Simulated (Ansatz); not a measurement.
Geometry optimisation, RKS PBE-D4/def2-SVP in Ansatz 0.2.0.

input.yaml

```yaml
crystal:
  periodic: [false, false, false]
  atoms:
    - { symbol: B, position_ang: [-0.016015, 0.432485, -0.334499] }
    - { symbol: F, position_ang: [0.069051, 0.093207, 2.169064] }
    - { symbol: O, position_ang: [1.180055, -0.163947, -0.614488] }
    - { symbol: H, position_ang: [1.121417, -1.081396, -0.93554] }
    - { symbol: O, position_ang: [-1.266773, -0.06996, -0.567469] }
    - { symbol: H, position_ang: [-1.304838, -1.000723, -0.851041] }
    - { symbol: H, position_ang: [0.038629, 1.575611, 0.03854] }
    - { symbol: H, position_ang: [0.087974, 0.941622, 1.783234] }
basis:
  gaussian: { orbitals: def2-SVP }
hamiltonian:
  xc: pbe
  dispersion: d4
relax:
  f_tol: 0.03
  max_steps: 50
```

Command:

```bash
$ ansatz run input.yaml --threads 1 --pin off --max-ram 2048MiB --backend cpu --events-out ev --progress --plain --runs-dir out
```

**Question.** Where does it end, and by what steps?

**Answer.** It converged. After 7 steps the energy has fallen by 0.030 eV; F2 moved furthest, 0.21 Å.

```json
{"step": "0", "energy less start (eV)": "0.0000", "largest force component (eV/Å)": "0.504", "accepted": "yes"}
{"step": "1", "energy less start (eV)": "-0.0117", "largest force component (eV/Å)": "0.876", "accepted": "yes"}
{"step": "2", "energy less start (eV)": "-0.0138", "largest force component (eV/Å)": "0.802", "accepted": "yes"}
{"step": "3", "energy less start (eV)": "0.0832", "largest force component (eV/Å)": "0.938", "accepted": "no"}
{"step": "4", "energy less start (eV)": "-0.0227", "largest force component (eV/Å)": "0.409", "accepted": "yes"}
{"step": "5", "energy less start (eV)": "-0.0270", "largest force component (eV/Å)": "0.347", "accepted": "yes"}
{"step": "6", "energy less start (eV)": "-0.0295", "largest force component (eV/Å)": "0.058", "accepted": "yes"}
{"step": "7", "energy less start (eV)": "-0.0297", "largest force component (eV/Å)": "0.010", "accepted": "yes"}
```

```xyz
8
Properties=species:S:1:pos:R:3
B -0.014 0.401 -0.341
F 0.070 0.215 2.334
O 1.181 -0.180 -0.647
H 1.117 -1.081 -1.012
O -1.267 -0.088 -0.561
H -1.297 -0.990 -0.926
H 0.045 1.529 0.131
H 0.074 0.921 1.709
```

Whether the end is a true minimum wasn't checked by a vibrational analysis.

Time of the run: 16 s on 1 thread of Intel(R) Xeon(R) Platinum 8259CL CPU @ 2.50GHz (Skylake/Cascade Lake), on a shared host, peak memory 0.15 GiB.
